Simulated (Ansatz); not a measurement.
Compare A (`N=C1O[SiH]1N`) with its isomer B (`N#CN[SiH2]O`).

Isolated molecules relaxed with PBE0-D4/def2-TZVP in Ansatz; ΔE leaves out vibrations. CCSD(T)/CBS is the MP2 limit (def2-TZVPP, def2-QZVPP) plus CCSD(T) − MP2 in def2-TZVPP, frozen cores. Functionals use def2-TZVPP. One conformer a species, not always the lowest.

(1) Which isomer does CCSD(T)/CBS put lower? Give the gap. (Best estimate.)

(2) Give E(B) − E(A) in kcal/mol with PBE-D4, CCSD(T)/def2-TZVPP, ωB97M-V, CCSD/def2-TZVPP, r2SCAN-D4, MP2/def2-TZVPP, HF/def2-TZVPP. (Best estimate.)

(3) Does the order hold for the free energy at 298.15 K (harmonic terms from PBE0-D4)? (An estimate is asked.)

Largest T1 diagnostic: 0.015.

Results:

(1) The calculation gave: B, by 26.9 kcal/mol.

(2) Ansatz gave: PBE-D4 -18.9, CCSD(T)/def2-TZVPP -28.3, ωB97M-V -24.9, CCSD/def2-TZVPP -30.1, r2SCAN-D4 -21.4, MP2/def2-TZVPP -29.2, HF/def2-TZVPP -38.5. None reverses the order clearly.

(3) Ansatz gave: Yes: G(B) − G(A) = -29.3 kcal/mol, for one conformer each. Modes under 60 cm⁻¹, often nearly free rotors, make the harmonic entropy too high.

From PBE to PBE0 (25 % exact exchange), in def2-TZVPP and without D4, E(B) − E(A) moves by −3.0 kcal/mol. Leaving LDA and LC-ωPBE aside and taking each functional with its dispersion term where it has one, the values, not all of them listed here, spread over 10.7 kcal/mol, from BHLYP-D4 to PBE-D4. LDA lies +4.1 kcal/mol from PBE without D4.
